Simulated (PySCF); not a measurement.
Methane, dibromodifluoro-, CBr₂F₂, SMILES FC(F)(Br)Br, point group C2v.

Force field and properties: B3LYP/pcSseg-1 (PySCF, grid level 2). Vibrational terms come from second-order perturbation theory with semi-diagonal cubic constants, by steps of ±0.6 along the normal coordinates of each isotopologue. The parent has the commonest isotopes.

Equilibrium geometry (Å):

```
atom        x        y        z
  F1  -0.1054  -0.9727  -1.0265
  C2  -0.0052  -0.1205  -0.0049
  F3  -0.0574  -0.8224   1.1284
 Br4   1.7127   0.8035  -0.1073
 Br5  -1.5101   1.1235  -0.0584
```

Problem. Give the equilibrium and ground-state rotational constants (MHz) of parent; ¹³C at 2; ⁸¹Br at 4; ¹³C at 2, ⁸¹Br at 4.

Solution. 
```json
{"species": "parent", "Ae": "3199.1", "Be": "1102.7", "Ce": "957.87", "A0": "3185.8", "B0": "1098.2", "C0": "953.91", "Δ0 (u Å²)": "-89.023", "harmonic ZPE (cm⁻¹)": "2562"}
{"species": "¹³C at 2", "Ae": "3189.6", "Be": "1102.7", "Ce": "957.02", "A0": "3176.7", "B0": "1098.3", "C0": "953.15", "Δ0 (u Å²)": "-89.011", "harmonic ZPE (cm⁻¹)": "2514"}
{"species": "⁸¹Br at 4", "Ae": "3192.6", "Be": "1090.3", "Ce": "947.96", "A0": "3179.3", "B0": "1085.9", "C0": "944.04", "Δ0 (u Å²)": "-89.022", "harmonic ZPE (cm⁻¹)": "2561"}
{"species": "¹³C at 2, ⁸¹Br at 4", "Ae": "3183", "Be": "1090.3", "Ce": "947.12", "A0": "3170.2", "B0": "1086", "C0": "943.3", "Δ0 (u Å²)": "-89.010", "harmonic ZPE (cm⁻¹)": "2512"}
```

Δ0 = Ic − Ia − Ib from the ground-state constants.

Problem. How is the parent's vibrational correction B0 − Be made up?

Solution. 
```tsv
axis	harmonic	Coriolis	cubic	total (MHz)
a	3.7	-0.203	-16.8	-13.3
b	0.836	-0.04	-5.26	-4.47
c	0.46	-0.031	-4.4	-3.97
```

Problem. And its quartic centrifugal distortion constants from the harmonic force field?

Solution. Asymmetric top, A reduction, Ir representation: ΔJ = 0.117 kHz, ΔJK = -0.327 kHz, ΔK = 1.69 kHz, δJ = 0.0244 kHz, δK = 0.157 kHz.

Problem. Which nuclear quadrupole couplings χaa, χbb, χcc (MHz) does the parent show, at equilibrium and averaged?

Solution. 79Br at 4: 368.7, -46.0, -322.7 and 367.6, -45.4, -322.2; 79Br at 5: 368.7, -45.9, -322.7 and 367.6, -45.4, -322.2.

A mode lies under 250 cm⁻¹, where this perturbation treatment is rough.
